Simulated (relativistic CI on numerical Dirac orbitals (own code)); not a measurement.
**Cr+ in a cubic cluster: 2p photoemission with charge transfer**

Computed with a charge-transfer multiplet model of a cubic metal-ligand cluster with up to one ligand hole, Slater and spin-orbit integrals from Dirac-Coulomb-Breit ions, Slater integrals scaled by 0.7. The ground state mixes d5 with configurations of k ligand holes L, whose averages lie at kΔ + k(k − 1)U_dd/2; a core hole lowers each added d electron by U_cd. 300 K, Lorentzian 0.6 eV and Gaussian 0.8 eV FWHM.

Atomic integrals in eV (Slater integrals scaled, ζ unscaled), ground: F2dd 5.807, F4dd 3.572, zeta_d 0.022; with the core hole: F2dd 7.320, F4dd 4.553, zeta_d 0.040, zeta_core 5.624, F2cd 4.115, G1cd 3.001, G3cd 1.703.

Cluster parameters (eV): Δ = 5.9, U_dd = 6.3, 10Dq = 0.9, 10Dq(ligand) = 0.1, V(eg) = 2.1, V(t2g) = -0.98, final-state hopping factor = 0.8.

```csv
Case,n_d,d5,d6L,S
U_cd = 8.2 eV,5.13,0.87,0.13,2.50
U_cd = 9.4 eV,5.13,0.87,0.13,2.50
U_cd = 10 eV,5.13,0.87,0.13,2.50
```

Weights, n_d and S are thermal averages at 300 K. Binding energies count from the first peak over 30 % of the highest in each spectrum, which can be another peak from case to case. The parameters are a model scan and need not match a compound or its usual spin state. Peaks in eV (height, largest 100):
- U_cd = 8.2 eV: 0.0 (100), 5.4 (27), 9.9 (56), 15.5 (13)
- U_cd = 9.4 eV: 0.0 (100), 5.6 (39), 9.7 (58), 15.7 (22)
- U_cd = 10 eV: 0.0 (100), 5.8 (47), 9.7 (60), 15.9 (27)

Curve for U_cd = 9.4 eV (points under 2 left out, the grid thinned):

E (eV), Intensity and a bar:
```
     -3.5        2.1 
     -3.0        2.7 
     -2.5        3.8 #
     -2.0        5.9 #
     -1.5       10.9 ###
     -0.9       34.9 ##########
     -0.4       82.0 #########################
      0.1       99.4 ##############################
      0.6       88.0 ##########################
      1.1       73.8 ######################
      1.6       52.7 ################
      2.1       36.0 ##########
      2.6       26.4 ########
      3.1       20.6 ######
      3.7       18.5 #####
      4.2       18.7 #####
      4.7       22.5 ######
      5.2       33.3 ##########
      5.7       38.5 ###########
      6.2       35.7 ##########
      6.7       32.5 #########
      7.2       25.6 #######
      7.7       18.6 #####
      8.3       20.5 ######
      8.8       38.5 ###########
      9.3       56.0 #################
      9.8       58.3 #################
     10.3       50.1 ###############
     10.8       31.0 #########
     11.3       18.4 #####
     11.8       12.6 ###
     12.4        9.2 ##
     12.9        7.1 ##
     13.4        5.9 #
     13.9        6.3 #
     14.4       10.6 ###
     14.9       18.2 #####
     15.4       20.9 ######
     15.9       21.3 ######
     16.4       12.9 ###
     17.0        4.8 #
     17.5        3.0 
     18.0        3.0 
     18.5        3.0 
     19.0        2.2
```

For the case U_cd = 8.2 eV, Δ = 5.9 eV is smaller than U_dd = 6.3 eV, the charge-transfer side of the Zaanen-Sawatzky-Allen scheme. With the core hole the configuration with one ligand hole lies at Δ − U_cd = -2.3, -3.5, -4.1 eV from the one without, in the order of the table; where this is negative the screened configuration lies lower, though the effective hopping of about 2.7 eV (from the holes of the mixed ground state) mixes the two strongly wherever it is as large as the gap.

With at most 1 ligand hole the space is cut while the next configuration still counts, so covalency is underestimated, and a final configuration with one more ligand hole, which can lie low, is missing from the spectra.
